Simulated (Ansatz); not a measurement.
Ansatz results at the PBE0-D4/def2-TZVP geometry: LUMO energy (ωB97M-V/def2-TZVPP) 0.58 eV; LUMO energy (B3LYP/def2-TZVPP) -1.60 eV; LUMO energy (PBE0/def2-TZVPP) -1.35 eV.

Each molecule was computed in one conformer, which needn't be the lowest.

Problem. Which molecule gave them?
A. `BNC(C)F`
B. `FC1=C(Br)C1`
C. `BCC(N)F`
D. `BN(C)CF`

Solution. C. The others give `FC1=C(Br)C1`: 2.00, -0.37, -0.07; `BN(C)CF`: 1.55, -0.48, -0.23; `BNC(C)F`: 1.65, -0.42, -0.18.

B3LYP here is the variant with VWN-RPA as its local correlation; programs differ in this.
